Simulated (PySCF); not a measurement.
ECD: `CO[C@@H]([SiH3])[C@@H](C)O`, C4H12O2Si

Geometry:
| atom | x (Å) | y (Å) | z (Å) |
| --- | --- | --- | --- |
| C1 | -1.463 | 2.055 | -0.186 |
| O2 | -1.304 | 0.695 | -0.495 |
| C3 | -0.359 | -0.016 | 0.309 |
| Si4 | -1.055 | -1.797 | 0.227 |
| C5 | 1.046 | 0.149 | -0.278 |
| C6 | 2.105 | -0.587 | 0.529 |
| O7 | 1.058 | -0.351 | -1.597 |
| H8 | -0.542 | 2.627 | -0.351 |
| H9 | -1.778 | 2.188 | 0.857 |
| H10 | -2.241 | 2.434 | -0.847 |
| H11 | -0.374 | 0.380 | 1.333 |
| H12 | -0.301 | -2.673 | 1.128 |
| H13 | -2.441 | -1.695 | 0.682 |
| H14 | -1.006 | -2.280 | -1.148 |
| H15 | 1.303 | 1.225 | -0.300 |
| H16 | 2.105 | -0.241 | 1.559 |
| H17 | 1.906 | -1.654 | 0.504 |
| H18 | 3.082 | -0.409 | 0.089 |
| H19 | 0.249 | -0.040 | -2.023 |

Level of theory: PySCF, TDDFT LC-wPBE/def2-SVPD circular dichroism and optical rotation, one conformer, gas phase. Geometry: GFN2-xTB.

The molecule is flexible and this is one conformer; a measurement averages over conformers.

(1) What are the CIP labels of the stereocentres?

(2) List the lowest 8 singlet excitations with oscillator and rotatory strengths.

## Answers

(1) C3 S, C5 R.

(2) Rotatory strengths R in 10⁻⁴⁰ esu² cm², velocity form and length form (origin at the centre of mass); f in length form.
| state | E (eV) | λ (nm) | f | R (velocity) | R (length) | main |
| --- | --- | --- | --- | --- | --- | --- |
| 1 | 7.55 | 164 | 0.007 | +6.5 | +6.5 | HOMO→LUMO 0.59 |
| 2 | 8.04 | 154 | 0.007 | +5.7 | +4.2 | HOMO→LUMO+3 0.27, HOMO→LUMO+5 0.14 |
| 3 | 8.23 | 151 | 0.002 | +5.6 | +6.8 | HOMO→LUMO+4 0.27, HOMO−1→LUMO 0.17 |
| 4 | 8.50 | 146 | 0.003 | -7.6 | -5.9 | HOMO→LUMO+5 0.21, HOMO→LUMO+1 0.15 |
| 5 | 8.63 | 144 | 0.016 | -1.1 | -3.1 | HOMO→LUMO+2 0.51 |
| 6 | 8.88 | 140 | 0.177 | -2.9 | -2.3 | HOMO→LUMO+1 0.33, HOMO→LUMO+6 0.20 |
| 7 | 8.95 | 138 | 0.039 | +44.2 | +44.6 | HOMO→LUMO+4 0.15, HOMO→LUMO+1 0.15 |
| 8 | 9.06 | 137 | 0.014 | -47.3 | -46.6 | HOMO→LUMO+6 0.22, HOMO→LUMO+7 0.17 |

Among the states computed, the strongest CD band (largest |R|) is state 8. The largest dissymmetry factor in size, g = 4R/(D+G), with D and G the electric and magnetic dipole strengths, is +0.044 for state 3 (velocity form, f = 0.002), among bands with |R| over 0.5. The mirror image has the same energies and oscillator strengths and all R with the opposite sign.
